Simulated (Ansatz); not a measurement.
Nudged elastic band run: Cl2H5NOSZr

input.yaml

```yaml
crystal:
  periodic: [false, false, false]
  atoms:
    - { symbol: Zr, position_ang: [-0.088715, -0.060755, 0.091244] }
    - { symbol: O, position_ang: [-0.500213, -0.035845, 1.992301] }
    - { symbol: H, position_ang: [-0.99493, 0.550409, 2.587035] }
    - { symbol: Cl, position_ang: [2.191844, 0.585421, -0.28965] }
    - { symbol: "N", position_ang: [-0.972001, 1.586286, -0.688907] }
    - { symbol: H, position_ang: [-1.91678, 1.625608, -1.090117] }
    - { symbol: H, position_ang: [-0.533441, 2.509184, -0.793593] }
    - { symbol: Cl, position_ang: [-1.41914, -1.704071, -1.04626] }
    - { symbol: S, position_ang: [1.382125, -2.589195, 0.722532] }
    - { symbol: H, position_ang: [0.412637, -3.195205, 1.463757] }
    - { symbol: H, position_ang: [2.042411, -2.153037, 1.831759] }
basis:
  gaussian: { orbitals: def2-SVP }
hamiltonian:
  xc: pbe
  dispersion: d4
neb:
  order_check: false
  images: 7
  f_tol: 0.05
  max_iterations: 60
  initial_path: linear
  final_atoms:
    - { symbol: Zr, position_ang: [0.01069462, -0.50690243, -0.27185852] }
    - { symbol: O, position_ang: [-0.81938102, -0.1545721, 1.97891189] }
    - { symbol: H, position_ang: [-1.56536034, -0.7908628, 2.03425273] }
    - { symbol: Cl, position_ang: [0.74142319, -0.79280727, -2.50095889] }
    - { symbol: "N", position_ang: [-0.09405743, 1.49839601, -0.1883796] }
    - { symbol: H, position_ang: [0.20437781, 2.14240483, -0.93061016] }
    - { symbol: H, position_ang: [-0.54655178, 2.02216899, 0.56984285] }
    - { symbol: Cl, position_ang: [-1.96767463, -1.90090151, -0.1762286] }
    - { symbol: S, position_ang: [1.95951548, -1.26041666, 1.0956536] }
    - { symbol: H, position_ang: [1.75984635, -2.55405494, 0.7017501] }
    - { symbol: H, position_ang: [-0.07903525, -0.58365212, 2.46772561] }
```

Command:

```bash
$ ansatz run input.yaml --threads 4 --pin off --max-ram 5120MiB --backend cpu --events-out ev --progress --plain --runs-dir out
```

Output, in part (warnings, iteration lines, the closing report on the highest movable image, with atoms numbered from 0):

```
NEB end point (image 0): max|allowed force component| = 1.205e-2 eV/Å (the criterion of neb.relax_end_points is 1.000e-2)
NEB end point (image 8): max|allowed force component| = 1.283e-2 eV/Å (the criterion of neb.relax_end_points is 1.000e-2)
NEB iter   1: max|band force component| = 3.545e1 eV/Å  barrier→ = 14.5581 eV  barrier← = 14.6174 eV  Δτ_max = 0.2000 Å  (283 SCF iters)
NEB iter   2: max|band force component| = 5.523e0 eV/Å  barrier→ = 2.7189 eV  barrier← = 2.7782 eV  Δτ_max = 0.2000 Å  (256 SCF iters)
NEB iter   3: max|band force component| = 2.279e0 eV/Å  barrier→ = 0.8827 eV  barrier← = 0.9421 eV  Δτ_max = 0.2000 Å  (248 SCF iters)
NEB iter   4: max|band force component| = 2.383e0 eV/Å  barrier→ = 0.4805 eV  barrier← = 0.5399 eV  Δτ_max = 0.0996 Å  (244 SCF iters)
NEB iter   5: max|band force component| = 4.518e-1 eV/Å  barrier→ = 0.4233 eV  barrier← = 0.4826 eV  CI = image 6  Δτ_max = 0.1987 Å  (215 SCF iters)
NEB iter   6: max|band force component| = 3.590e-1 eV/Å  barrier→ = 0.4554 eV  barrier← = 0.5147 eV  CI = image 6  Δτ_max = 0.2000 Å  (213 SCF iters)
NEB iter   7: max|band force component| = 2.173e0 eV/Å  barrier→ = 0.4564 eV  barrier← = 0.5157 eV  CI = image 6  Δτ_max = 0.1030 Å  (219 SCF iters)
NEB iter   8: max|band force component| = 3.659e-1 eV/Å  barrier→ = 0.4554 eV  barrier← = 0.5147 eV  CI = image 6  Δτ_max = 0.1990 Å  (211 SCF iters)
NEB iter   9: max|band force component| = 2.201e-1 eV/Å  barrier→ = 0.4506 eV  barrier← = 0.5099 eV  CI = image 6  Δτ_max = 0.0885 Å  (213 SCF iters)
NEB iter  10: max|band force component| = 1.608e-1 eV/Å  barrier→ = 0.4406 eV  barrier← = 0.4999 eV  CI = image 6  Δτ_max = 0.1483 Å  (211 SCF iters)
NEB iter  11: max|band force component| = 2.112e-1 eV/Å  barrier→ = 0.4229 eV  barrier← = 0.4823 eV  CI = image 6  Δτ_max = 0.0759 Å  (211 SCF iters)
NEB iter  12: max|band force component| = 2.295e-1 eV/Å  barrier→ = 0.4112 eV  barrier← = 0.4705 eV  CI = image 6  Δτ_max = 0.0378 Å  (211 SCF iters)
NEB iter  13: max|band force component| = 1.328e-1 eV/Å  barrier→ = 0.4054 eV  barrier← = 0.4647 eV  CI = image 6  Δτ_max = 0.0380 Å  (209 SCF iters)
NEB iter  14: max|band force component| = 1.194e-1 eV/Å  barrier→ = 0.3996 eV  barrier← = 0.4589 eV  CI = image 6  Δτ_max = 0.0378 Å  (209 SCF iters)
NEB iter  15: max|band force component| = 1.229e-1 eV/Å  barrier→ = 0.3937 eV  barrier← = 0.4531 eV  CI = image 6  Δτ_max = 0.0189 Å  (212 SCF iters)
NEB iter  16: max|band force component| = 9.660e-2 eV/Å  barrier→ = 0.3909 eV  barrier← = 0.4502 eV  CI = image 6  Δτ_max = 0.0189 Å  (214 SCF iters)
NEB iter  17: max|band force component| = 1.097e-1 eV/Å  barrier→ = 0.3881 eV  barrier← = 0.4474 eV  CI = image 6  Δτ_max = 0.0094 Å  (216 SCF iters)
NEB iter  18: max|band force component| = 8.934e-2 eV/Å  barrier→ = 0.3867 eV  barrier← = 0.4460 eV  CI = image 6  Δτ_max = 0.0094 Å  (221 SCF iters)
NEB iter  19: max|band force component| = 7.206e-2 eV/Å  barrier→ = 0.3853 eV  barrier← = 0.4446 eV  CI = image 6  Δτ_max = 0.0094 Å  (222 SCF iters)
NEB iter  20: max|band force component| = 7.004e-2 eV/Å  barrier→ = 0.3839 eV  barrier← = 0.4432 eV  CI = image 6  Δτ_max = 0.0094 Å  (222 SCF iters)
NEB iter  21: max|band force component| = 7.197e-2 eV/Å  barrier→ = 0.3825 eV  barrier← = 0.4419 eV  CI = image 6  Δτ_max = 0.0094 Å  (222 SCF iters)
NEB iter  22: max|band force component| = 7.165e-2 eV/Å  barrier→ = 0.3812 eV  barrier← = 0.4405 eV  CI = image 6  Δτ_max = 0.0189 Å  (221 SCF iters)
NEB iter  23: max|band force component| = 7.279e-2 eV/Å  barrier→ = 0.3785 eV  barrier← = 0.4378 eV  CI = image 6  Δτ_max = 0.0189 Å  (214 SCF iters)
NEB iter  24: max|band force component| = 8.760e-2 eV/Å  barrier→ = 0.3759 eV  barrier← = 0.4352 eV  CI = image 6  Δτ_max = 0.0094 Å  (213 SCF iters)
NEB iter  25: max|band force component| = 7.943e-2 eV/Å  barrier→ = 0.3746 eV  barrier← = 0.4339 eV  CI = image 6  Δτ_max = 0.0094 Å  (217 SCF iters)
NEB iter  26: max|band force component| = 7.325e-2 eV/Å  barrier→ = 0.3733 eV  barrier← = 0.4326 eV  CI = image 6  Δτ_max = 0.0094 Å  (222 SCF iters)
NEB iter  27: max|band force component| = 6.696e-2 eV/Å  barrier→ = 0.3720 eV  barrier← = 0.4314 eV  CI = image 6  Δτ_max = 0.0094 Å  (222 SCF iters)
NEB iter  28: max|band force component| = 6.869e-2 eV/Å  barrier→ = 0.3708 eV  barrier← = 0.4301 eV  CI = image 6  Δτ_max = 0.0190 Å  (223 SCF iters)
NEB iter  29: max|band force component| = 6.983e-2 eV/Å  barrier→ = 0.3683 eV  barrier← = 0.4277 eV  CI = image 6  Δτ_max = 0.0189 Å  (212 SCF iters)
NEB iter  30: max|band force component| = 1.121e-1 eV/Å  barrier→ = 0.3659 eV  barrier← = 0.4253 eV  CI = image 6  Δτ_max = 0.0094 Å  (217 SCF iters)
NEB iter  31: max|band force component| = 8.793e-2 eV/Å  barrier→ = 0.3648 eV  barrier← = 0.4241 eV  CI = image 6  Δτ_max = 0.0095 Å  (223 SCF iters)
NEB iter  32: max|band force component| = 8.919e-2 eV/Å  barrier→ = 0.3636 eV  barrier← = 0.4229 eV  CI = image 6  Δτ_max = 0.0094 Å  (223 SCF iters)
NEB iter  33: max|band force component| = 7.066e-2 eV/Å  barrier→ = 0.3624 eV  barrier← = 0.4218 eV  CI = image 6  Δτ_max = 0.0190 Å  (216 SCF iters)
NEB iter  34: max|band force component| = 6.976e-2 eV/Å  barrier→ = 0.3602 eV  barrier← = 0.4195 eV  CI = image 6  Δτ_max = 0.0190 Å  (214 SCF iters)
NEB iter  35: max|band force component| = 9.116e-2 eV/Å  barrier→ = 0.3579 eV  barrier← = 0.4173 eV  CI = image 6  Δτ_max = 0.0095 Å  (215 SCF iters)
NEB iter  36: max|band force component| = 8.407e-2 eV/Å  barrier→ = 0.3569 eV  barrier← = 0.4162 eV  CI = image 6  Δτ_max = 0.0094 Å  (217 SCF iters)
NEB iter  37: max|band force component| = 8.222e-2 eV/Å  barrier→ = 0.3558 eV  barrier← = 0.4151 eV  CI = image 6  Δτ_max = 0.0095 Å  (218 SCF iters)
NEB iter  38: max|band force component| = 8.624e-2 eV/Å  barrier→ = 0.3548 eV  barrier← = 0.4141 eV  CI = image 6  Δτ_max = 0.0095 Å  (217 SCF iters)
NEB iter  39: max|band force component| = 1.043e-1 eV/Å  barrier→ = 0.3538 eV  barrier← = 0.4131 eV  CI = image 6  Δτ_max = 0.0094 Å  (217 SCF iters)
NEB iter  40: max|band force component| = 1.163e-1 eV/Å  barrier→ = 0.3528 eV  barrier← = 0.4122 eV  CI = image 6  Δτ_max = 0.0189 Å  (219 SCF iters)
NEB iter  41: max|band force component| = 1.053e-1 eV/Å  barrier→ = 0.3510 eV  barrier← = 0.4103 eV  CI = image 6  Δτ_max = 0.0380 Å  (216 SCF iters)
NEB iter  42: max|band force component| = 9.096e-2 eV/Å  barrier→ = 0.3475 eV  barrier← = 0.4068 eV  CI = image 6  Δτ_max = 0.0379 Å  (211 SCF iters)
NEB iter  43: max|band force component| = 7.463e-2 eV/Å  barrier→ = 0.3443 eV  barrier← = 0.4037 eV  CI = image 6  Δτ_max = 0.0379 Å  (212 SCF iters)
NEB iter  44: max|band force component| = 7.281e-2 eV/Å  barrier→ = 0.3416 eV  barrier← = 0.4009 eV  CI = image 6  Δτ_max = 0.0189 Å  (212 SCF iters)
NEB iter  45: max|band force component| = 6.644e-2 eV/Å  barrier→ = 0.3404 eV  barrier← = 0.3997 eV  CI = image 6  Δτ_max = 0.0189 Å  (217 SCF iters)
NEB iter  46: max|band force component| = 6.285e-2 eV/Å  barrier→ = 0.3394 eV  barrier← = 0.3987 eV  CI = image 6  Δτ_max = 0.0189 Å  (215 SCF iters)
NEB iter  47: max|band force component| = 6.609e-2 eV/Å  barrier→ = 0.3385 eV  barrier← = 0.3978 eV  CI = image 6  Δτ_max = 0.0378 Å  (217 SCF iters)
NEB iter  48: max|band force component| = 6.224e-2 eV/Å  barrier→ = 0.3371 eV  barrier← = 0.3965 eV  CI = image 6  Δτ_max = 0.0378 Å  (213 SCF iters)
NEB iter  49: max|band force component| = 5.884e-2 eV/Å  barrier→ = 0.3362 eV  barrier← = 0.3956 eV  CI = image 6  Δτ_max = 0.0378 Å  (214 SCF iters)
NEB iter  50: max|band force component| = 6.735e-2 eV/Å  barrier→ = 0.3357 eV  barrier← = 0.3950 eV  CI = image 6  Δτ_max = 0.0189 Å  (213 SCF iters)
NEB iter  51: max|band force component| = 5.392e-2 eV/Å  barrier→ = 0.3354 eV  barrier← = 0.3948 eV  CI = image 6  Δτ_max = 0.0189 Å  (218 SCF iters)
NEB iter  52: max|band force component| = 5.401e-2 eV/Å  barrier→ = 0.3353 eV  barrier← = 0.3947 eV  CI = image 6  Δτ_max = 0.0094 Å  (220 SCF iters)
NEB iter  53: max|band force component| = 5.490e-2 eV/Å  barrier→ = 0.3353 eV  barrier← = 0.3946 eV  CI = image 6  Δτ_max = 0.0094 Å  (214 SCF iters)
NEB iter  54: max|band force component| = 5.674e-2 eV/Å  barrier→ = 0.3352 eV  barrier← = 0.3946 eV  CI = image 6  Δτ_max = 0.0189 Å  (210 SCF iters)
NEB iter  55: max|band force component| = 6.073e-2 eV/Å  barrier→ = 0.3352 eV  barrier← = 0.3946 eV  CI = image 6  Δτ_max = 0.0189 Å  (203 SCF iters)
NEB iter  56: max|band force component| = 6.080e-2 eV/Å  barrier→ = 0.3352 eV  barrier← = 0.3946 eV  CI = image 6  Δτ_max = 0.0189 Å  (202 SCF iters)
NEB iter  57: max|band force component| = 5.944e-2 eV/Å  barrier→ = 0.3352 eV  barrier← = 0.3945 eV  CI = image 6  Δτ_max = 0.0189 Å  (201 SCF iters)
NEB iter  58: max|band force component| = 5.769e-2 eV/Å  barrier→ = 0.3352 eV  barrier← = 0.3945 eV  CI = image 6  Δτ_max = 0.0379 Å  (199 SCF iters)
NEB iter  59: max|band force component| = 4.984e-2 eV/Å  barrier→ = 0.3352 eV  barrier← = 0.3945 eV  CI = image 6  Δτ_max = 0.0000 Å  (419 SCF iters)
Total energy: -40754.67780724 eV, -1497.7067849033 hartree
Atom 0 at    -0.310331    -0.310228    -0.170265 Å, force    -0.001404     0.002094    -0.001727 eV/Å
Atom 1 at    -0.858522    -0.814731     1.810072 Å, force    -0.000524    -0.000879     0.000227 eV/Å
Atom 2 at    -1.692008    -1.183618     2.157948 Å, force    -0.000306     0.000247    -0.000072 eV/Å
Atom 3 at     0.718708    -1.340542    -2.043093 Å, force     0.000948    -0.000320     0.000560 eV/Å
Atom 4 at     0.092084     1.652015    -0.201206 Å, force     0.001003    -0.000295     0.002194 eV/Å
Atom 5 at     0.666837     2.123685    -0.910638 Å, force    -0.000309    -0.000252    -0.000798 eV/Å
Atom 6 at    -0.299963     2.356583     0.435301 Å, force    -0.000074    -0.000166    -0.000672 eV/Å
Atom 7 at    -2.625312    -0.564056    -0.721975 Å, force    -0.000103    -0.000339     0.000813 eV/Å
Atom 8 at     1.807213    -1.162180     1.407045 Å, force    -0.000462    -0.000125    -0.000223 eV/Å
Atom 9 at     1.756727    -2.451228     0.965967 Å, force     0.000222    -0.000252     0.000254 eV/Å
Atom 10 at     0.348363    -1.186900     2.050945 Å, force     0.001010     0.000288    -0.000556 eV/Å
Dipole moment:    -0.005875     0.211066     0.534569 e Å
```

It converged. The profile has 2 maxima (images 4, 6) with wells between them (image 5): this band takes more than one step, which may be the mechanism or a detour left from its start path. A structure lower than the first end lies on the path between it and the top, so the climb from that side starts below the end, which may itself be a saddle point or a shallow side well. The order of the stationary point at the top wasn't checked. The orbitals stay closed-shell, which can raise the energy where a bond breaks towards radicals; this wasn't checked here.

Final band (atoms are numbered from 1 in the order of the input):

```json
{"image": "0", "path coordinate (Å)": "0.00", "energy (eV)": "0.00", "S9–H11 (Å)": "1.36", "O2–H11 (Å)": "3.31"}
{"image": "1", "path coordinate (Å)": "1.77", "energy (eV)": "0.00", "S9–H11 (Å)": "1.36", "O2–H11 (Å)": "3.52"}
{"image": "2", "path coordinate (Å)": "3.55", "energy (eV)": "0.02", "S9–H11 (Å)": "1.36", "O2–H11 (Å)": "3.10"}
{"image": "3", "path coordinate (Å)": "5.33", "energy (eV)": "0.10", "S9–H11 (Å)": "1.37", "O2–H11 (Å)": "3.19"}
{"image": "4", "path coordinate (Å)": "7.11", "energy (eV)": "0.17", "S9–H11 (Å)": "1.37", "O2–H11 (Å)": "3.08"}
{"image": "5", "path coordinate (Å)": "8.91", "energy (eV)": "0.11", "S9–H11 (Å)": "1.37", "O2–H11 (Å)": "2.96"}
{"image": "6", "path coordinate (Å)": "10.70", "energy (eV)": "0.34", "S9–H11 (Å)": "1.59", "O2–H11 (Å)": "1.29"}
{"image": "7", "path coordinate (Å)": "11.82", "energy (eV)": "0.03", "S9–H11 (Å)": "2.26", "O2–H11 (Å)": "1.00"}
{"image": "8", "path coordinate (Å)": "12.93", "energy (eV)": "-0.06", "S9–H11 (Å)": "2.55", "O2–H11 (Å)": "0.99"}
```

Run time: 13 min on 4 threads of Arm Neoverse V2 (shared host), peak memory 0.22 GiB.
